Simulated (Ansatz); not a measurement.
Gas-phase electronic energies from Ansatz, PBE0-D4/def2-TZVP geometries. CCSD(T)/CBS is the MP2 limit (def2-TZVPP, def2-QZVPP) plus CCSD(T) − MP2 in def2-TZVPP, frozen cores. This one scheme is used for every species. One conformer a species, not always the lowest.

Consider the substitution at a C–B bond: `BC[SiH2]O` + HCl → `O[SiH2]CCl` + BH₃.

`BC[SiH2]O`:

Z-matrix (Å, degrees):
```
C
Si 1 1.887
B 1 1.533 2 110.4
H 1 1.096 2 103.9 3 -122.2
H 1 1.095 2 103.3 3 122.5
O 2 1.648 1 110.9 3 -175.7
H 2 1.488 1 109.1 3 62.3
H 2 1.481 1 110.9 3 -59.4
H 3 1.198 1 120.7 2 88.3
H 3 1.198 1 120.8 2 -88.4
H 6 0.958 2 117.9 1 -67.9
```

HCl:

```xyz
2

Cl    0.386    0.236    0.452
H    -0.386   -0.236   -0.452
```

`O[SiH2]CCl`:

Cartesian coordinates in Å:
```
O 1.174 0.652 1.273
Si 0.745 -0.418 0.104
C -1.057 -0.173 -0.376
Cl -1.257 1.536 -0.880
H 1.004 1.577 1.082
H 0.933 -1.769 0.686
H 1.559 -0.262 -1.130
H -1.740 -0.345 0.457
H -1.362 -0.799 -1.215
```

BH₃:

Cartesian coordinates in Å:
```
B 0.000 0.000 0.000
H 0.117 0.031 -1.187
H 0.809 0.537 0.694
H -0.927 -0.568 0.493
```

| species | MP2/def2-TZVPP energy (Eh) |
| --- | --- |
| `BC[SiH2]O` | -431.17907 |
| HCl | -460.30264 |
| `O[SiH2]CCl` | -864.93022 |
| BH₃ | -26.51393 |

Task: Work out ΔE.

Result: ΔE = (-864.93022) + (-26.51393) − (-431.17907) − (-460.30264) = 0.03756 Eh = +98.6 kJ/mol. CCSD(T)/CBS gives +95.5 kJ/mol.

Largest T1 diagnostic among the species: 0.011.

At CCSD(T), def2-SVP lies +6.3 kJ/mol from the extrapolated value and def2-TZVPP +1.8 kJ/mol. Leaving LDA and LC-ωPBE aside and taking each functional with its dispersion term where it has one, the values, not all of them listed here, spread over 14.2 kJ/mol, from BHLYP-D4 to B97M-V. LDA lies +10.7 kJ/mol from PBE without D4.
